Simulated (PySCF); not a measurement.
Problem. Give a PBE0-D3(BJ)/def2-SVP geometry of `CN[SiH2]N1CCC[C@H]1C`.

Solution. 
```xyz
25
C6H16N2Si angstrom
C      3.9086    0.5396   -0.0747
N      2.5422    0.4779    0.3778
Si     1.4331   -0.8311    0.1659
N     -0.1430   -0.1969   -0.1495
C     -0.4111    0.9485   -0.9992
C     -1.5621    1.6452   -0.2843
C     -2.3986    0.4600    0.1868
C     -1.3722   -0.6464    0.5099
C     -1.8330   -2.0245    0.0545
H      4.0820   -0.2402   -0.8325
H      4.1440    1.5078   -0.5517
H      4.6513    0.3768    0.7294
H      2.2909    1.2054    1.0385
H      1.2146   -1.7310    1.3483
H      2.0669   -1.6453   -0.9234
H      0.4898    1.5731   -1.1020
H     -0.7244    0.6526   -2.0223
H     -2.1189    2.3444   -0.9261
H     -1.1725    2.2107    0.5783
H     -3.0578    0.1217   -0.6302
H     -3.0430    0.6915    1.0476
H     -1.2042   -0.6893    1.6031
H     -2.7874   -2.3002    0.5320
H     -1.9737   -2.0422   -1.0379
H     -1.0924   -2.7959    0.3160
```

Any rigid rotation of these coordinates is as good. Atoms count from 1 in this order. N2 (silicon-bound nitrogen) is almost planar (angles 127.0°, 117.6° and 114.1°, sum 358.8°, 0.08 Å off the plane of its three neighbours). The C–C distances run from 1.523 Å (C8–C9, drawn single) to 1.543 Å (C7–C8, drawn single), a spread of 0.020 Å. The C–N distances run from 1.441 Å (C1–N2, drawn single) to 1.466 Å (N4–C8, drawn single), a spread of 0.025 Å. Of the pairs four or more bonds apart, Si3···H25 is among the closest relative to their van der Waals radii: 3.20 Å, 97 % of the sum of Bondi's values.

Bonds between heavy atoms (Å): C1–N2 1.441, N2–Si3 1.729, Si3–N4 1.728, N4–C5 1.451, C5–C6 1.524, C6–C7 1.525, C7–C8 1.543, C8–C9 1.523, N4–C8 1.466.

Method used: PBE0-D3(BJ)/def2-SVP geometry optimisation, gas phase in PySCF.

Point group: C1 (no symmetry element, even within 0.4 Å). No PBE0-D3(BJ)/def2-SVP frequencies stand behind this structure, so it isn't proved a minimum. One conformer, not necessarily the lowest (C1–N2–Si3–N4 -142°, N2–Si3–N4–C5 40°, Si3–N4–C5–C6 -143°, N4–C5–C6–C7 -39°, C5–C6–C7–C8 34°, C6–C7–C8–C9 -139°).
